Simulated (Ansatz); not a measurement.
CH7NSeSi, SMILES `C[Se][SiH2]N` at its PBE0-D4/def2-TZVP geometry, where that method's forces vanish. Charge 0, multiplicity 1.

```xyz
11

C    -0.7626   -1.7359    0.3887
Se    1.1435   -1.3591    0.1531
Si    0.9764    0.9084    0.2324
N     0.0019    1.6349   -0.9728
H    -1.3404   -1.2319   -0.3838
H    -0.8866   -2.8128    0.2902
H    -1.0892   -1.4195    1.3777
H     2.3899    1.3470    0.1227
H     0.3689    1.3303    1.5212
H     0.1527    1.4611   -1.9528
H    -0.9544    1.8775   -0.7766
```

(1) What forces (eV/Å) does ωB97M-V/def2-TZVPP give on these atoms in the Gaussian-basis code of Ansatz? (Best estimate.)

## Answers

(1) The calculation gave: 
```
C1  -0.066 -0.010  0.007
Se2  0.032  0.061 -0.011
Si3  0.127  0.045  0.180
N4  -0.024 -0.020 -0.035
H5   0.033 -0.049  0.071
H6  -0.012  0.102  0.012
H7   0.012 -0.030 -0.086
H8  -0.165 -0.049  0.012
H9   0.066 -0.062 -0.146
H10 -0.019  0.013  0.013
H11  0.016  0.001 -0.017
```
